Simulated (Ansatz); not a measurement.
Cost and result for the atomization energy of CHNZn (4 atoms, 2 bonds).

```xyz
4

C    -0.601    0.746   -0.071
N    -1.347    0.395    0.725
Zn    1.856   -2.217    0.160
H     0.092    1.076   -0.814
```

Total charge 0; spin multiplicity 1. For Zn the d shell is correlated and the shells below it are frozen. Scalar relativity is left out up to krypton. The bonds changed during the relaxation, so this is another structure than the one it started from. Geometry: relaxed with PBE0-D4/def2-TZVP. Program: Ansatz. All runs use 2 threads of an Arm Neoverse V2 on a shared host. Times are those of one run each, without the atoms' runs, and a repeat can differ threefold. Electronic energies, without spin–orbit coupling; frozen cores. CCSD(T)/CBS adds CCSD(T) − MP2 in def2-TZVPP to the MP2 limit, and its time is that of the two runs behind it. T1 = 0.016. With those shells the extrapolation isn't a true limit. HSE06 is the plane-wave form, built on full-range PBE exchange.

CCSD(T)/CBS is a level of theory with its own doubt, some kJ/mol a heavy atom from the limit and from the frozen cores, so smaller differences don't rank the functionals.

```tsv
level	functions	atomization (kcal/mol)	difference from CCSD(T)/CBS	per bond
CCSD(T)/def2-SVP	64	294.1	-17.9	-8.9
HSE06-D4/def2-TZVPP	140	312.5	0.5	0.2
MP2/def2-QZVPP	244	319.6	7.6	3.8
CCSD(T)/def2-TZVPP	140	301.7	-10.3	-5.1
ωB97M-V/def2-TZVPP (with forces)	140	313.9	1.9	1.0
BLYP-D4/def2-TZVPP	140	321.9	9.9	5.0
PBE0-D4/def2-TZVPP	140	312.1	0.1	0.1
PBE-QIDH/def2-TZVPP	140	306.7	-5.3	-2.7
r2SCANh-D4/def2-TZVPP	140	303.9	-8.1	-4.1
CCSD(T)/CBS(def2)	–	312.0	0.0	0.0
B97M-V/def2-TZVPP	140	310.3	-1.7	-0.8
B2PLYP/def2-TZVPP	140	312.5	0.5	0.2
PBE-D4/def2-TZVPP (with forces)	140	327.4	15.4	7.7
```

Question: Order the runs by time, with rough figures. (Estimate.)

Answer: Ansatz gave: CCSD(T)/def2-SVP 0.65 s; BLYP-D4/def2-TZVPP 1.1 s; PBE-D4/def2-TZVPP (with forces) 1.1 s; PBE0-D4/def2-TZVPP 1.2 s; HSE06-D4/def2-TZVPP 1.3 s; r2SCANh-D4/def2-TZVPP 2.2 s; B2PLYP/def2-TZVPP 2.2 s; PBE-QIDH/def2-TZVPP 2.4 s; B97M-V/def2-TZVPP 4.1 s; ωB97M-V/def2-TZVPP (with forces) 4.6 s; MP2/def2-QZVPP 5 s; CCSD(T)/def2-TZVPP 6 s; CCSD(T)/CBS(def2) 11 s.

In def2-TZVPP, CCSD(T) changes the Hartree–Fock value by +103.3 kcal/mol (the triples alone add +8.4 kcal/mol) and MP2 by +115.1 kcal/mol; breaking electron pairs costs correlation energy, which Hartree–Fock lacks. From r2SCAN to r2SCAN0 (25 % exact exchange), in def2-TZVPP and without D4, the atomization energy moves by −11.2 kcal/mol: exact exchange takes away binding that semilocal exchange gives to molecules. At CCSD(T), def2-SVP lies −17.9 kcal/mol from the extrapolated value and def2-TZVPP −10.3 kcal/mol: correlation converges slowly with the basis, and small sets miss more of it in the bonded molecule than in its fragments.
